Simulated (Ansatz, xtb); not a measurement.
**Isomers of C6H9BS in order of energy**

5 gas-phase structures of C6H9BS, from a drawn sample of its isomers (lower ones may exist). Each was relaxed with GFN2-xTB:

A. `B[C@@H]1CC=CC=C1S`, a singlet
B. `BC1=CC=C(S)CC1`, a singlet
C. `B[C@@H]1C=CC=C(S)C1`, a singlet
D. `BC1=C(S)CCC=C1`, a singlet
E. `BC1=CCCC(S)=C1`, a singlet

Q: Make a reasoned guess at their ranking by r2SCAN-D4/def2-SVP single-point energy.

A: Calculated order at r2SCAN-D4/def2-SVP: B (0.0), D (11.3), E (20.2), C (55.5), A (61.5) kJ/mol.

Energies above the lowest of each column, in kJ/mol; the last columns are at PBE-D3(BJ)/def2-SVP geometries:

```tsv
structure	GFN2-xTB	HF/STO-3G	r2SCAN-D4/def2-SVP	PBE-D3(BJ)/def2-SVP	CCSD(T)/def2-SVP + ΔMP2/def2-TZVPP
B	0.0	0.0	0.0	0.0	0.0
D	7.9	3.6	11.3	11.2	6.4
E	12.1	7.1	20.2	18.9	7.6
C	33.6	46.3	55.5	51.4	46.5
A	36.5	54.8	61.5	56.1	43.5
```

Every level run on B puts it lowest or level with the lowest. CCSD(T)/def2-SVP + ΔMP2/def2-TZVPP orders those it was run on as B (0.0), D (6.4), E (7.6), A (43.5), C (46.5) kJ/mol. Less than 1 kcal/mol parts D and E; A and C, so the order within those pairs means little. Flexible structures stand in one conformer each, not always the lowest. ΔMP2 is the change of the MP2 energy from the smaller to the larger basis.

Over these structures GFN2-xTB departs from r2SCAN-D4/def2-SVP by 9.5 kJ/mol on average once a common shift is removed. A GFN2-xTB relaxation took about 0.24 s and the r2SCAN-D4/def2-SVP energy about 5.4 s on a shared host (Ansatz 0.2.0, xtb 6.7.1).
